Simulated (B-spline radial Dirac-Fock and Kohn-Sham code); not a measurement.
# K-line shifts caused by a second vacancy in Bi²⁺

System: Bi²⁺, 1s2 2s2 2p6 3s2 3p6 3d10 4s2 4p6 4d10 4f14 5s2 5p6 5d10 6s2 6p1.

Calculated with a radial finite-basis atomic code, using Dirac-Fock ΔSCF + Breit + QED. Each two-hole energy is an average over J within one jj subconfiguration, not an observable level; in light atoms, where LS coupling holds, the j-resolved values are not observed lines, and for a K spectator the Kα1 hypersatellite is nearly forbidden. Electron correlation is not included.

Lines without a spectator: Kα2 (K-L2) 74810.3 eV, Kα1 (K-L3) 77103.3 eV, Kβ3 (K-M2) 86820.1 eV, Kβ1 (K-M3) 87338.8 eV. Shifts in eV with one spectator hole (a dash: not computed, or left out as unreliable):

```
spectator hole      Kα2      Kα1      Kβ3      Kβ1
        K (1s)  +1174.6  +1289.8  +1528.3  +1555.6
    L2 (2p1/2)   +157.3   +219.3        –   +397.8
    L3 (2p3/2)   +104.1   +119.9   +274.7        –
    M2 (3p1/2)        –    +36.2    +65.3    +77.8
    M3 (3p3/2)   +16.76        –    +50.5    +52.1
    M4 (3d3/2)    +5.29    +2.13        –        –
    M5 (3d5/2)    -0.72    +4.12        –        –
```
